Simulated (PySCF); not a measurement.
Difluorogermane, F2GeH2.
Atom-mapped SMILES: `[F:1][GeH2:2][F:3]` (hydrogens: H4, H5 on Ge2)

Structure used (PBE0-D3(BJ)/def2-SVP), in Å, numbered top down from 1:
```
atom  x, y, z in Å
F1    -1.3073    1.4364   -0.0809
Ge2   -0.0526    0.2474   -0.0448
F3     1.4223    1.1438   -0.1423
H4    -0.0939   -0.4390    1.3201
H5    -0.1715   -0.6020   -1.3102
```

The closed-shell ground state was solved at several levels (PySCF, density fitting, gas phase). The calculation is non-relativistic and has no spin–orbit coupling, an omission that weighs most on germanium.

```json
{"level": "B3LYP/def2-SVPD", "basis functions": "100", "HOMO (eV)": "-9.93", "LUMO (eV)": "-0.56", "gap (eV)": "9.37", "dipole (D)": "2.77"}
{"level": "KT2/pcSseg-2", "basis functions": "163", "HOMO (eV)": "-8.64", "LUMO (eV)": "-1.21", "gap (eV)": "7.43", "dipole (D)": "2.54"}
{"level": "PBE0/def2-SVPD", "basis functions": "100", "HOMO (eV)": "-10.15", "LUMO (eV)": "-0.27", "gap (eV)": "9.88", "dipole (D)": "2.77"}
{"level": "PBE0/aug-cc-pVTZ", "basis functions": "197", "HOMO (eV)": "-10.09", "LUMO (eV)": "-0.49", "gap (eV)": "9.60", "dipole (D)": "2.66"}
{"level": "PBE/pcSseg-2", "basis functions": "163", "HOMO (eV)": "-8.51", "LUMO (eV)": "-1.08", "gap (eV)": "7.43", "dipole (D)": "2.53"}
{"level": "CAM-B3LYP/pcSseg-2", "basis functions": "163", "HOMO (eV)": "-11.55", "LUMO (eV)": "0.63", "gap (eV)": "12.18", "dipole (D)": "2.78"}
{"level": "PBE0/def2-TZVPD", "basis functions": "152", "HOMO (eV)": "-10.09", "LUMO (eV)": "-0.33", "gap (eV)": "9.76", "dipole (D)": "2.67"}
```

(1) What might PBE0/6-31G (49 basis functions) give for the same quantities?

(2) How much does the basis alone move the frontier levels among the 4 PBE0 rows (the withheld one included)?

(3) How far do the dipole and the HOMO energy spread over the levels?

Answers

(1) HOMO -10.01 eV, LUMO 0.03 eV, gap 10.04 eV, dipole 3.21 D.

(2) The HOMO by 0.14 eV and the LUMO by 0.52 eV. By rising basis size (HOMO, LUMO in eV): 6-31G -10.01, 0.03; def2-SVPD -10.15, -0.27; def2-TZVPD -10.09, -0.33; aug-cc-pVTZ -10.09, -0.49.

(3) The dipole runs from 2.53 to 3.21 D (mean 2.74 D) and the HOMO from -11.55 to -8.51 eV.
